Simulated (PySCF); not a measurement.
## Mayer bond orders and bond lengths

Species: C₆H₁₀F (charge +1).
Numbering: `[CH3:1][C+:2]1[CH2:3][CH2:4][C@@H:5]([F:6])[CH2:7]1` (hydrogens: H8, H9, H10 on C1; H11, H12 on C3; H13, H14 on C4; H15 on C5; H16, H17 on C7)

Structure used (GFN2-xTB), in Å, numbered top down from 1:
```
atom  x, y, z in Å
C1     2.0015   -0.8301    0.2815
C2     0.6951   -0.2795    0.0163
C3    -0.4837   -1.0559   -0.3211
C4    -1.6145   -0.0538   -0.5774
C5    -1.1698    1.1880    0.1965
F6    -1.5134    1.0538    1.5180
C7     0.3671    1.1396    0.1124
H8     2.1376   -0.8645    1.3721
H9     2.8032   -0.1738   -0.0637
H10    2.1296   -1.8436   -0.0932
H11   -0.3179   -1.7821   -1.1224
H12   -0.7176   -1.6793    0.5570
H13   -2.5811   -0.4076   -0.2259
H14   -1.6959    0.1776   -1.6387
H15   -1.6115    2.1251   -0.1486
H16    0.6992    1.6375   -0.8080
H17    0.8652    1.6606    0.9350
```

Bond orders from the PBE0/pcSseg-1 density (PySCF). Geometry: GFN2-xTB, one conformer, isolated ion.

Problem. How far do the computed orders between heavy atoms stray from the drawn ones?

Solution. The largest departure is 0.179, at C1–C2 (drawn single, 1.179). Drawn single, order above 1.12: C1–C2 (1.179). The SMILES, with its formal charges, is one Lewis structure only.

Problem. Give the Mayer order of every bond, beside its length.

Solution. 
```tsv
bond	drawn as	length (Å)	Mayer order
C1–C2	single	1.442	1.179
C2–C3	single	1.451	1.111
C3–C4	single	1.533	0.999
C4–C5	single	1.529	1.006
C5–F6	single	1.372	0.902
C5–C7	single	1.540	0.970
C7–C2	single	1.460	1.069
C1–H8	single	1.100	0.856
C1–H9	single	1.092	0.902
C1–H10	single	1.088	0.931
C3–H11	single	1.094	0.885
C3–H12	single	1.102	0.850
C4–H13	single	1.088	0.932
C4–H14	single	1.089	0.932
C5–H15	single	1.092	0.949
C7–H16	single	1.098	0.854
C7–H17	single	1.094	0.903
```

By pair of heavy elements: C–C: lowest C5–C7 (0.970, 1.540 Å), highest C1–C2 (1.179, 1.442 Å).

Problem. Sum the orders of all bonds at each heavy atom with more than one neighbour and set the sums beside the valence in the SMILES.

Solution. C1 3.868 (drawn 4), C2 3.359 (drawn 3), C3 3.845 (drawn 4), C4 3.869 (drawn 4), C5 3.827 (drawn 4), C7 3.796 (drawn 4). Orders between atoms that aren't bonded are not in these sums.

For a closed shell the Mayer order of atoms A and B is Σ (PS)μν (PS)νμ over the basis functions μ on A and ν on B, with P the density and S the overlap matrix.
